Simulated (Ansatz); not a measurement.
Cost and result for the atomization energy of C$_{2}$H$_{9}$BOSi (`BCC(O)[SiH3]`) (14 atoms, 13 bonds).

Cartesian coordinates in Å:
```
B 2.079 -0.727 0.690
C 0.875 -0.525 -0.275
C -0.239 0.351 0.271
O -0.725 -0.320 1.438
Si -1.653 0.630 -0.966
H 2.833 -1.646 0.540
H 2.312 0.078 1.546
H 0.478 -1.477 -0.646
H 1.327 -0.047 -1.163
H 0.198 1.322 0.552
H -1.370 0.241 1.876
H -2.152 -0.678 -1.466
H -1.194 1.456 -2.117
H -2.769 1.343 -0.280
```

Charge 0, multiplicity 1. The geometry is a stationary point of PBE0-D4/def2-TZVP. It is one conformer, not always the lowest. Program: Ansatz. All runs use 4 threads of an Arm Neoverse V1 on a shared host. Times are those of one run each, without the atoms' runs, and a repeat can differ threefold. Electronic energies, without spin–orbit coupling; frozen cores. CCSD(T)/CBS adds CCSD(T) − MP2 in def2-TZVPP to the MP2 limit, and its time is that of the two runs behind it. T1 = 0.011. B3LYP takes the VWN-RPA correlation (the form of Gaussian; ORCA's B3LYP/G).

CCSD(T)/CBS is a level of theory with its own doubt, some kJ/mol a heavy atom from the limit and from the frozen cores, so smaller differences don't rank the functionals.

```csv
level,functions,wall time
PBE-D4/def2-TZVPP (with forces),292,3.7 s
PBE0-D4/def2-TZVPP,292,4.5 s
r2SCAN-D4/def2-TZVPP (with forces),292,7.5 s
B2PLYP/def2-TZVPP,292,8 s
B3LYP-D4/def2-TZVPP (with forces),292,8.6 s
ωB97X-V/def2-TZVPP,292,12 s
ωB97M-V/def2-TZVPP (with forces),292,17 s
MP2/def2-QZVPP,568,54 s
CCSD(T)/def2-TZVPP,292,5.7 min
CCSD(T)/CBS(def2),–,6.6 min
```

(1) What atomization energy does each give, and how far from CCSD(T)/CBS? (Estimate.)

Answers

(1) The calculation gave: 
```
                             level  atomization (kJ/mol)  difference from CCSD(T)/CBS  per bond
   PBE-D4/def2-TZVPP (with forces)                5013.1                         57.6       4.4
                PBE0-D4/def2-TZVPP                4957.0                          1.5       0.1
r2SCAN-D4/def2-TZVPP (with forces)                4971.3                         15.8       1.2
                 B2PLYP/def2-TZVPP                4907.6                        -47.9      -3.7
 B3LYP-D4/def2-TZVPP (with forces)                4965.5                         10.0       0.8
                ωB97X-V/def2-TZVPP                4978.5                         23.0       1.8
  ωB97M-V/def2-TZVPP (with forces)                4977.6                         22.1       1.7
                    MP2/def2-QZVPP                4952.5                         -3.0      -0.2
                CCSD(T)/def2-TZVPP                4840.6                       -114.9      -8.8
                 CCSD(T)/CBS(def2)                4955.5                          0.0       0.0
```

The D4 term adds +43.4 kJ/mol with B3LYP and +22.9 kJ/mol with PBE0; it sums over pairs of atoms, weighted by their polarisabilities, and B3LYP, whose exchange is more repulsive, gets the larger term. From PBE to PBE0 (25 % exact exchange), in def2-TZVPP and without D4, the atomization energy moves by −51.9 kJ/mol: exact exchange takes away binding that semilocal exchange gives to molecules. In def2-TZVPP, CCSD(T) changes the Hartree–Fock value by +1121.5 kJ/mol (the triples alone add +56.7 kJ/mol) and MP2 by +1165.5 kJ/mol; breaking electron pairs costs correlation energy, which Hartree–Fock lacks.
